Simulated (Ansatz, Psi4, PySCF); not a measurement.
O2Se, charge -1, doublet, at a GFN2-xTB geometry (a state made from the parent by changing its charge; the spin is typed, not shown lowest) (in this run its highest filled SCF level lies above zero, so its values depend strongly on the basis, on diffuse functions most of all). Base run: B97M-V/STO-3G (PySCF).

Geometry (Å):
```xyz
3

O     -1.3618     0.5982     0.0351
Se     0.0159    -0.3125    -0.0262
O      1.2942     0.7299     0.0761
```
Charge -1, spin multiplicity 2.
Orbitals are unrestricted.
All else is at PySCF's defaults.

The same geometry, method and basis name were run in Ansatz (an electronic-structure program) and Psi4 and PySCF, at each program's defaults and at the settings that a row names. The base is PySCF at its defaults. Differences at the defaults can come from grids, fitting, cores and function types together.

```json
[
 {"code and settings": "PySCF, defaults (exact integrals, its default grid, spherical functions)", "ΔE vs base (µEh)": "0.0", "basis functions": "28", "E (Eh)": "-2522.76770", "SCF cycles": "9"},
 {"code and settings": "Psi4, defaults (density fitting with its default set, its default grid, spherical functions)", "ΔE vs base (µEh)": "-2888", "basis functions": "28", "E (Eh)": "-2522.77059", "SCF cycles": "6"},
 {"code and settings": "Ansatz, defaults (factorised integrals, its default grid, spherical functions)", "ΔE vs base (µEh)": "3.0", "basis functions": "28", "E (Eh)": "-2522.76770", "SCF cycles": "-"},
 {"code and settings": "PySCF, density fitting with def2-universal-jkfit", "ΔE vs base (µEh)": "-2510", "basis functions": "28", "E (Eh)": "-2522.77021", "SCF cycles": "9"},
 {"code and settings": "PySCF, fine grid", "ΔE vs base (µEh)": "-14.9", "basis functions": "28", "E (Eh)": "-2522.76771", "SCF cycles": "9"},
 {"code and settings": "Psi4, exact integrals, spherical functions, fine grid", "ΔE vs base (µEh)": "15.1", "basis functions": "28", "E (Eh)": "-2522.76768", "SCF cycles": "8"},
 {"code and settings": "Ansatz, high accuracy", "ΔE vs base (µEh)": "-8.3", "basis functions": "28", "E (Eh)": "-2522.76771", "SCF cycles": "-"}
]
```

Open shells are given as the SCF converged; they aren't shown to be the lowest states, and a large step between rows can be another state.
